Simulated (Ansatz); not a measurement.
A CCSD(T) single point on Al₂FH₃OS (`[OH][Al]([SH])[AlH][F]`).

```yaml
crystal:
  periodic: [false, false, false]
  atoms:
    - {symbol: O, position_ang: [-2.091334, -0.910061, -0.081470]}
    - {symbol: Al, position_ang: [-0.710227, 0.050096, 0.122450]}
    - {symbol: S, position_ang: [-0.932894, 2.045876, 1.000931]}
    - {symbol: Al, position_ang: [1.586497, -0.854694, -0.599198]}
    - {symbol: F, position_ang: [2.820804, 0.212885, -0.302949]}
    - {symbol: H, position_ang: [-2.983431, -0.661611, 0.156070]}
    - {symbol: H, position_ang: [0.387043, 2.287789, 0.913623]}
    - {symbol: H, position_ang: [2.015742, -2.227280, -1.265256]}
basis:
  gaussian: {orbitals: def2-TZVPP}
correlation: {method: ccsd_t}
output: {orbitals: {seedname: orbitals}}
```

```sh
$ ansatz run in.yaml --threads 2 --pin off --events-out ev --progress --plain --max-ram 4352MiB
```

Output of Ansatz, abridged:

```
Functional definition: HF
1394 factors; integrals over basis functions are off by at most 9.0e-4 eV
mean field evaluation 1: about -28776.2760 eV, gradient 5.1e1 eV
mean field evaluation 2: about -28776.4433 eV, gradient 5.2e1 eV
mean field evaluation 4: about -28781.6879 eV, gradient 3.2e0 eV
mean field evaluation 8: about -28781.7796 eV, gradient 3.7e-1 eV
mean field evaluation 16: about -28781.7803 eV, gradient 1.7e-6 eV
mean field -28781.78026667 eV, -1057.7109158088 hartree, gradient 1.7e-6 eV, S^2 0.000000; 0 other end points of the search recorded, 0 dependent functions left out
17 core orbitals not correlated: weight in the atoms' cores, before any rotation towards them, 1.000 or more for the frozen orbitals, at most 0.000 for the correlated occupied ones
reference -28781.78026667 eV, -1057.7109158088 hartree; 14, 14 occupied and 199, 199 virtual orbitals, 1394 factors
second order -22.13987350 eV of doubles, -0.00000000 eV of singles
cycle   1  -22.46251762 eV  change   -3.2e-1 eV  update   1.1e-1
cycle   2  -22.99169883 eV  change   -5.3e-1 eV  update   3.5e-2
cycle   3  -23.13414828 eV  change   -1.4e-1 eV  update   1.9e-2
cycle   4  -23.11778215 eV  change    1.6e-2 eV  update   4.5e-3
cycle   5  -23.11465426 eV  change    3.1e-3 eV  update   2.1e-3
cycle   6  -23.11570087 eV  change   -1.0e-3 eV  update   6.6e-4
cycle   7  -23.11541621 eV  change    2.8e-4 eV  update   2.5e-4
cycle   8  -23.11527574 eV  change    1.4e-4 eV  update   8.9e-5
cycle   9  -23.11530787 eV  change   -3.2e-5 eV  update   3.4e-5
cycle  10  -23.11533050 eV  change   -2.3e-5 eV  update   1.2e-5
perturbative correction -0.82575706 eV, -0.0303460123 hartree
Total energy: -28805.72135423 eV, -1058.5907345488 hartree
```

Run time 2.5 min (2 threads of an Arm Neoverse V2 on a shared host); peak host memory 3.6 GiB.

Correlation energy per correlated electron: -0.855 eV. T1 diagnostic: 0.0133.
